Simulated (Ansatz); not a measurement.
A nudged elastic band was laid between two geometries of GaH3O2 (6 atoms, charge 0, multiplicity 1).

Theory: RKS BHLYP/def2-SVP in Ansatz 0.2.0.

- movable images: 7
- climbing image: yes
- spring: 5.0 eV/Å²
- optimiser: quadratic models (default)
- start path: through a guess of the saddle point
- force threshold: 0.05 eV/Å
- iteration limit: 60
- end points: relaxed

Initial state:

```xyz
6
Properties=species:S:1:pos:R:3
Ga 0.250 -0.283 0.303
H 0.058 -0.176 1.839
O 1.826 -0.374 -0.489
H 2.592 -0.355 0.078
O -1.079 -0.327 -0.862
H -1.963 -0.282 -0.508
```

Final state:

```xyz
6
Properties=species:S:1:pos:R:3
Ga -0.393 1.135 0.241
H 1.755 -0.634 1.316
O 1.529 -0.231 0.479
H 0.962 -0.858 -0.001
O -0.700 -0.508 -0.572
H -1.469 -0.703 -1.101
```

Q: What changes between the two ends?

A: Bonds broken: Ga1–H2, Ga1–O3. Bonds formed: H2–O3. GaH3O2 becomes GaHO + H2O.

Q: Give the energies along the band, and the barrier.

A: The run converged. The highest image is number 3 of 0 to 8, 256.8 kJ/mol above the first end and 247.2 kJ/mol above the last; the last end lies 9.6 kJ/mol above the first. Neighbouring images differ by up to 1.7 eV, so the band resolves the path poorly. A vibrational analysis at the climbing image gives one clearly imaginary mode, 1545i cm⁻¹: a first-order saddle point. The orbitals stay closed-shell, which can raise the energy where a bond breaks towards radicals; this wasn't checked here.

```json
{"image": "0", "path coordinate (Å)": "0.00", "energy (kJ/mol)": "0.0", "Ga1–H2 (Å)": "1.55", "Ga1–O3 (Å)": "1.77", "H2–O3 (Å)": "2.93"}
{"image": "1", "path coordinate (Å)": "0.68", "energy (kJ/mol)": "16.6", "Ga1–H2 (Å)": "1.55", "Ga1–O3 (Å)": "1.77", "H2–O3 (Å)": "2.81"}
{"image": "2", "path coordinate (Å)": "1.35", "energy (kJ/mol)": "105.9", "Ga1–H2 (Å)": "1.53", "Ga1–O3 (Å)": "1.78", "H2–O3 (Å)": "2.16"}
{"image": "3", "path coordinate (Å)": "2.03", "energy (kJ/mol)": "256.8", "Ga1–H2 (Å)": "1.63", "Ga1–O3 (Å)": "1.93", "H2–O3 (Å)": "1.45"}
{"image": "4", "path coordinate (Å)": "2.57", "energy (kJ/mol)": "95.1", "Ga1–H2 (Å)": "2.01", "Ga1–O3 (Å)": "2.16", "H2–O3 (Å)": "1.00"}
{"image": "5", "path coordinate (Å)": "3.11", "energy (kJ/mol)": "40.2", "Ga1–H2 (Å)": "2.58", "Ga1–O3 (Å)": "2.35", "H2–O3 (Å)": "0.96"}
{"image": "6", "path coordinate (Å)": "3.65", "energy (kJ/mol)": "26.8", "Ga1–H2 (Å)": "2.86", "Ga1–O3 (Å)": "2.35", "H2–O3 (Å)": "0.96"}
{"image": "7", "path coordinate (Å)": "4.19", "energy (kJ/mol)": "16.3", "Ga1–H2 (Å)": "2.96", "Ga1–O3 (Å)": "2.33", "H2–O3 (Å)": "0.96"}
{"image": "8", "path coordinate (Å)": "4.74", "energy (kJ/mol)": "9.6", "Ga1–H2 (Å)": "2.98", "Ga1–O3 (Å)": "2.37", "H2–O3 (Å)": "0.96"}
```

Q: What is the geometry of the highest image?

A: 
```xyz
6
Properties=species:S:1:pos:R:3
Ga -0.196 -0.039 0.526
H 1.079 -0.055 1.546
O 1.710 -0.072 0.241
H 2.281 -0.748 -0.138
O -1.119 -0.435 -0.935
H -2.071 -0.449 -0.879
```

The band took 17 iterations and roughly 5 core-minutes.

The run took 4.9 min on 1 thread of Arm Neoverse V1 (shared host), peak memory 0.17 GiB.
